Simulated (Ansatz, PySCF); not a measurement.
Process, species as SMILES: C[Si](C)(O)O + 4 [H][H] (H2) -> 2 C (CH4) + 2 O (H2O) + [SiH4] (SiH4)
Each molecule is optimised on its own at B3LYP-D3(BJ)/def2-TZVP (Ansatz, a quantum-chemistry and plane-wave program), one conformer each, not searched for the lowest.
Geometry of the first species:
```
Si
O 1 1.6487
H 2 0.9603 1 117.43
O 1 1.6591 2 106.66 3 40.76
H 4 0.9592 1 118.16 2 -146.37
C 1 1.8577 2 105.80 3 159.82
H 6 1.0914 1 110.45 2 -61.17
H 6 1.0921 7 108.04 1 -121.56
H 6 1.0924 7 108.11 8 -116.62
C 1 1.8697 2 111.83 3 -78.40
H 10 1.0922 1 110.58 2 -59.68
H 10 1.0927 11 107.70 1 -121.92
H 10 1.0934 11 107.50 12 -116.02
```
Charge 0, spin multiplicity 1.

Property: energy of full hydrogenation (enthalpy at 298 K, with B3LYP-D3(BJ) rigid-rotor harmonic-oscillator terms from PySCF), in eV. Correlated levels leave the core frozen unless marked. Spin-orbit coupling is left out. Non-relativistic unless marked X2C. Basis-set limits of correlation are two-point, X^-3; Hartree-Fock from the larger set.

| level | program | energy of full hydrogenation (eV) |
|---|---|---|
| B3LYP/def2-TZVPD | Ansatz | 1.35 |
| BHLYP-D4/def2-TZVPD | Ansatz + dftd4 | 1.58 |
| BHLYP/def2-TZVPD | Ansatz | 1.37 |
| CCSD/6-31G | Ansatz | (withheld) |
| X2C-CCSD(T)/cc-pVTZ-DK | Ansatz | 1.58 |
| CCSD(T)/CBS(cc-pV(T+d)Z,cc-pV(Q+d)Z) | Ansatz | (withheld) |

Problem. Some entries are withheld; supply them.

Solution. 
- CCSD/6-31G, energy of full hydrogenation (eV): 1.34
- CCSD(T)/CBS(cc-pV(T+d)Z,cc-pV(Q+d)Z), energy of full hydrogenation (eV): 1.77
